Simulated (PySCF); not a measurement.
B3LYP has the VWN-RPA correlation part, as in Gaussian. 

# C3H3N, SMILES `C=C=C=N` (charge 0, multiplicity 1)

Method: B3LYP-D3(BJ)/def2-TZVP (PySCF 2.14.0).

```json
{
 "HOMO": "-6.53 eV",
 "dipole_moment": "1.95 D",
 "HOMO–LUMO gap": "4.18 eV",
 "LUMO": "-2.35 eV",
 "total_energy": "-170.8547 Ha",
 "cost": "about 28 core-seconds (a rough figure)"
}
```

```xyz
7

C     -1.4383     0.5778     0.3848
C     -0.2753    -0.0065     0.2293
C      0.8850    -0.5091     0.1031
N      1.9403    -1.1256    -0.0711
H     -2.3697     0.0697     0.1490
H     -1.5258     1.5953     0.7569
H      2.7838    -0.6016     0.1646
```
Charge 0, spin multiplicity 1.
